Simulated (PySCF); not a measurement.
# Polarisability and C₆ of Co (cobalt, neutral)

[Ar] 3d7 4s2, high-spin 4F determinant. Calculation: PySCF 2.14, in aug-cc-pwCVTZ-DK with one added diffuse shell each of s, p, d, f, g type (11s10p8d5f4g, 152 functions); the spin-free X2C one-electron Hamiltonian (Gaussian nucleus). Coupled (time-dependent) response in atomic units; α is the mean over directions.

| method | mean α (bohr³) | C₆ (like pair) | S(−4) |
| --- | --- | --- | --- |
| PW91 | 52.50 | 441.8 | 1444 |

S(−4) is the Cauchy moment in α(ω) = α(0) + S(−4) ω² + …

Reference α: 55 ± 4 bohr³ (recommended; Schwerdtfeger and Nagle, table of static dipole polarizabilities (2023 update)). Published C₆: 408.0 (Chu and Dalgarno (2004); Tang, Norbeck and Certain (1976)).

α(iu) at PW91:

| u (hartree) | α(iu) (bohr³) |
| --- | --- |
| 0 | 52.50 |
| 0.0500 | 49.17 |
| 0.100 | 41.63 |
| 0.200 | 26.88 |
| 0.300 | 17.78 |
| 0.500 | 9.460 |
| 0.750 | 5.552 |
| 1.00 | 3.805 |
| 1.50 | 2.242 |
| 2.00 | 1.535 |
| 3.00 | 0.8845 |
| 5.00 | 0.4205 |
